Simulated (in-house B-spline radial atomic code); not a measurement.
A run on neutral terbium that did not converge. Method: scalar-relativistic (X2C) B97-1, spin-polarised, spherical fractional occupations, Fermi nucleus of rms radius 5.06 fm; computed with an all-electron radial atomic-structure program (B-spline basis).

Command:
```bash
python run_scf.py task.json out
```
Settings (nuclear radius in fm, mass in u):
```
Z                65
configuration    [Xe] 4f9 6s2
hamiltonian      x2c
method           b97_1
spin_polarised   True
nucleus          fermi
rms_radius       5.06
atomic_mass      158.92535
speed_of_light   137.035999084
```

First and last ten iterations of the last attempt (damped for 15 steps, keeping 80 % of the old Fock matrix, then DIIS):
```
 iter        energy (Eh)    residual
    1      -11663.706056    7.04e-01
    2      -11669.120457    1.24e+00
    3      -11688.446823    7.94e-01
    4      -11698.812619    4.86e-01
    5      -11703.995823    3.09e-01
    6      -11706.396864    2.04e-01
    7      -11707.433356    1.33e-01
    8      -11707.864042    8.38e-02
    9      -11708.048227    5.69e-02
   10      -11708.135032    4.15e-02
  111      -11706.824065    1.07e-01
  112      -11706.846158    1.06e-01
  113      -11706.838505    1.07e-01
  114      -11706.824271    1.07e-01
  115      -11706.838669    1.07e-01
  116      -11706.841495    1.07e-01
  117      -11706.839623    1.07e-01
  118      -11706.862822    1.06e-01
  119      -11706.833820    1.07e-01
  120      -11619.994705    5.64e-01
 not converged after 120 iterations
```

The smallest residual met was 3.3e-03; the threshold is about 6e-07. No energy from this run should be used. The likely cause: this method binds the added charge weakly or not at all at the basis-set limit, so charge moves back and forth between the atom and the box. Cost of the run: 8.4 s on 1 thread of Arm Neoverse N1, on a shared host.
